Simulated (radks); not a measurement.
The numbers below are computed, except where a source is named.
Problem. The oxygen anion O-, [He] 2s2 2p5, held by a Watson sphere: a shell of charge +1 at radius R that stands for the Madelung well of a crystal (potential energy -1/R inside, -1/r outside, in hartree with lengths in bohr). Code: a radial shooting solver on a logarithmic mesh with Libxc functionals. Model: scalar-relativistic Kohn-Sham, LDA (Slater exchange, Perdew-Wang correlation), spin-polarised, spherical densities, finite nucleus; open shells are filled with parallel spins first; Fermi nuclear charge, rms radius of each element as measured or else 0.836 A^(1/3) + 0.57 fm. Response by self-consistent Sternheimer equations with the Hartree and adiabatic LDA kernel, the relativistic mass of each level held fixed and spin-orbit coupling left out. The sphere does not respond.

| R (bohr) | e(2s down) (eV) | e(2p up) (eV) | e(2p down) (eV) | <r> 2p (bohr) | sum of <r^2> (bohr^2) | X-ray form factor at sin(theta)/lambda = 0.2 1/angstrom | alpha (bohr^3) |
|---|---|---|---|---|---|---|---|
| 1.59 | -22.963 | -9.747 | -8.473 | 1.363 | 15.28 | 5.975 | 8.038 |
| 2.57 | -20.247 | -7.402 | -6.185 | 1.491 | 17.91 | 5.771 | 13.90 |
| 2.92 | -19.529 | -6.730 | -5.516 | 1.525 | 18.63 | 5.740 | 16.46 |
| 3.56 | -18.470 | -5.712 | -4.496 | 1.576 | 19.70 | 5.709 | 21.62 |
| 3.92 | -17.985 | -5.240 | -4.019 | 1.600 | 20.21 | 5.701 | 24.78 |

Estimate the row for R = 2.07 bohr.

Solution. e(2s down) (eV) -21.493; e(2p up) (eV) -8.521; e(2p down) (eV) -7.286; <r> 2p (bohr) 1.433; sum of <r^2> (bohr^2) 16.70; X-ray form factor at sin(theta)/lambda = 0.2 1/angstrom 5.846; alpha (bohr^3) 10.65.
